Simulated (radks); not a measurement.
Removal energies from the molybdenum ion Mo5+, [Kr] 4d(3/2: 1, 5/2: 0), by Delta-SCF beside the eigenvalue of the level emptied. All-electron calculation, Dirac Kohn-Sham, BLYP, spin-unpolarised, spherical densities, finite nucleus; Fermi nuclear charge, rms radius of each element as measured or else 0.836 A^(1/3) + 0.57 fm. Program: a radial shooting solver on a logarithmic mesh with Libxc functionals. Sub-shells are occupied by j as written (lower j first in brackets).

removed from                                  final configuration  Delta-SCF (eV)  -eigenvalue (eV)
4d3/2                                                        [Kr]          68.565            60.873
4p3/2         [Ar] 3d10 4s2 4p(1/2: 2, 3/2: 3) 4d(3/2: 1, 5/2: 0)          108.29            99.274
4p1/2         [Ar] 3d10 4s2 4p(1/2: 1, 3/2: 4) 4d(3/2: 1, 5/2: 0)          111.23            102.06
4s1/2                        [Ar] 3d10 4s1 4p6 4d(3/2: 1, 5/2: 0)          136.90            127.20
